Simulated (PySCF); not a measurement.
CS, charge +1, doublet, at a GFN2-xTB geometry (a state made from the parent by changing its charge; the spin is typed, not shown lowest). Base run: PySCF with PBE0/def2-SVP.

PySCF was given this input:
```python
from pyscf import gto, scf, dft

mol = gto.Mole()
mol.atom = '''
    C    -0.000000   -0.000000   -1.079034
    S     0.000000    0.000000    0.404638
'''
mol.basis = 'def2-svp'
mol.charge = 1
mol.spin = 1
mol.verbose = 4
mol.build()

mf = dft.UKS(mol)
mf.xc = 'pbe0'
mf.kernel()
mo_i, mo_e, stable_i, stable_e = mf.stability(internal=True, external=False, return_status=True, nroots=6, tol=1e-6)
print('internally stable:', stable_i, ' externally stable:', stable_e)
if not stable_i:
    umf = mf.copy()
    umf.scf_summary = {}
    umf.kernel(umf.make_rdm1(mo_i, mf.mo_occ))
```

The bond that is stretched is that between atoms 1 and 2. A test that says stable can miss a lower solution.

Each row names what was changed in the base input (with any setting that the change needs).

```tsv
change	ΔE vs base (eV)	<S^2>	stability test says	outcome
base	0.00	0.814	internally stable (external not tested)	converged
bond × 1.25	-	-	-	not converged
bond × 1.5	4.03	0.788	internal instability	converged
bond × 1.8	4.46	1.995	internally stable (external not tested)	converged
bond × 2.2	-	-	-	not converged
bond × 3.0	-	-	-	not converged
```

On stretching, the SCF can end on different states; <S^2> shows the spin contamination of each.
